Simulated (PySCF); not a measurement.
Excitation energy of Ag by level of theory

Ag [Kr] 4d10 5s1 (2S) → Ag [Kr] 4d9 5s2 (2D), as a difference of total energies. All numbers are calculated (PySCF 2.14, a scalar-relativistic core potential, in aug-cc-pwCVDZ-PP with ECP28MDF). Correlated levels: valence: 4s2 4p6 frozen; valence and next inner shell: nothing frozen outside the core potential. The calculations carry no spin-orbit coupling.

```csv
method,excitation energy (cm⁻¹),error (cm⁻¹)
UHF,29743,-2289
LDA,31210,-821
PBE,31036,-995
PBE0,31611,-420
r2SCAN,31033,-998
MN15,31991,-40
r2SCAN0,31298,-734
HSE06,31287,-745
B2PLYP,31198,-833
MP2 (valence),34297,+2266
SCS-MP2 (valence),32736,+705
MP2 (valence and next inner shell),32306,+275
SCS-MP2 (valence and next inner shell),30723,-1308
```

Reference: 32031 cm⁻¹ (measured; NIST levels, between the centres of gravity of the two terms).

Errors of the correlated levels include the incompleteness of this basis and the frozen core.
